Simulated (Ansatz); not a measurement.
Ansatz (a program for electronic structure) input (CCSD(T)/aug-cc-pVDZ):

Ansatz 0.2 input:
```yaml
crystal:
  periodic: [false, false, false]
  atoms:
    - {symbol: C, position_ang: [2.30113124, -0.67248191, -0.54409755]}
    - {symbol: C, position_ang: [1.24316614, 0.40795028, -0.88053814]}
    - {symbol: C, position_ang: [0.31318285, 0.77660995, 0.22907681]}
    - {symbol: C, position_ang: [-0.93249085, 0.19919952, 0.47988244]}
    - {symbol: C, position_ang: [-1.77589449, 0.44169484, 1.55905621]}
    - {symbol: C, position_ang: [-1.45830311, -0.80354771, -0.53992950]}
    - {symbol: H, position_ang: [2.90714781, -0.35299621, 0.30895553]}
    - {symbol: H, position_ang: [2.97822005, -0.87595553, -1.39092307]}
    - {symbol: H, position_ang: [1.81176607, -1.60810127, -0.26039411]}
    - {symbol: H, position_ang: [0.69079812, 0.05366889, -1.76147532]}
    - {symbol: H, position_ang: [1.80140125, 1.29323566, -1.23055398]}
    - {symbol: H, position_ang: [0.70133519, 1.48172856, 0.96250031]}
    - {symbol: H, position_ang: [-2.74622066, -0.03373820, 1.63072658]}
    - {symbol: H, position_ang: [-1.50393061, 1.14034871, 2.34416856]}
    - {symbol: H, position_ang: [-2.46174645, -1.13652897, -0.26830292]}
    - {symbol: H, position_ang: [-0.81616325, -1.68861569, -0.61067873]}
    - {symbol: H, position_ang: [-1.50735838, -0.36959567, -1.54472432]}
basis:
  gaussian:
    orbitals: aug-cc-pVDZ
total_charge: -1
magnetization: {spin_polarized: false}
correlation: {method: ccsd_t, electrons: outside_noble_gas}
output: {forces: true}
```

End of the output:

```
cycle  15  -26.49240774 eV  change   -1.0e-5 eV  update   5.2e-5
cycle  16  -26.49244111 eV  change   -3.3e-5 eV  update   3.3e-5
cycle  17  -26.49244689 eV  change   -5.8e-6 eV  update   2.1e-5
cycle  18  -26.49244786 eV  change   -9.7e-7 eV  update   1.2e-5
cycle  19  -26.49245096 eV  change   -3.1e-6 eV  update   8.2e-6
cycle  20  -26.49244887 eV  change    2.1e-6 eV  update   3.8e-6
cycle  21  -26.49244827 eV  change    6.0e-7 eV  update   1.9e-6
cycle  22  -26.49244838 eV  change   -1.1e-7 eV  update   1.2e-6
perturbative correction -1.06156597 eV, -0.0390118300 hartree
the calculation of the forces begins
1.16 GiB of device memory are held for the factors and their scratch space
Total energy: -6382.76939034 eV, -234.5624486984 hartree
Atom 0 at     2.301131    -0.672482    -0.544098 Å, force    -0.094588     0.101787    -0.020461 eV/Å
Atom 1 at     1.243166     0.407950    -0.880538 Å, force     0.173351    -0.142350    -0.121251 eV/Å
Atom 2 at     0.313183     0.776610     0.229077 Å, force     0.420592     0.209217     0.022988 eV/Å
Atom 3 at    -0.932491     0.199200     0.479882 Å, force    -0.074275    -0.375257    -0.501983 eV/Å
Atom 4 at    -1.775894     0.441695     1.559056 Å, force    -0.332498     0.147375     0.506855 eV/Å
Atom 5 at    -1.458303    -0.803548    -0.539929 Å, force     0.064759     0.027168    -0.025142 eV/Å
Atom 6 at     2.907148    -0.352996     0.308956 Å, force     0.268306     0.152102     0.372190 eV/Å
Atom 7 at     2.978220    -0.875956    -1.390923 Å, force     0.229993    -0.050140    -0.340301 eV/Å
Atom 8 at     1.811766    -1.608101    -0.260394 Å, force    -0.238691    -0.422541     0.127027 eV/Å
Atom 9 at     0.690798     0.053669    -1.761475 Å, force    -0.264576    -0.163298    -0.384346 eV/Å
Atom 10 at     1.801401     1.293236    -1.230554 Å, force     0.208803     0.370228    -0.115313 eV/Å
Atom 11 at     0.701335     1.481729     0.962500 Å, force     0.167166     0.368535     0.356806 eV/Å
Atom 12 at    -2.746221    -0.033738     1.630727 Å, force    -0.482688    -0.253111     0.034814 eV/Å
Atom 13 at    -1.503931     1.140349     2.344169 Å, force     0.142297     0.346437     0.386173 eV/Å
Atom 14 at    -2.461746    -1.136529    -0.268303 Å, force    -0.461287    -0.150963     0.132421 eV/Å
Atom 15 at    -0.816163    -1.688616    -0.610679 Å, force     0.303715    -0.385311    -0.004679 eV/Å
Atom 16 at    -1.507358    -0.369596    -1.544724 Å, force    -0.030378     0.220124    -0.425799 eV/Å
Dipole moment:     0.437898    -0.329984    -0.593405 e Å
```

It need not be the lowest isomer of its formula. Whether it binds its extra electron was not tested at this geometry.
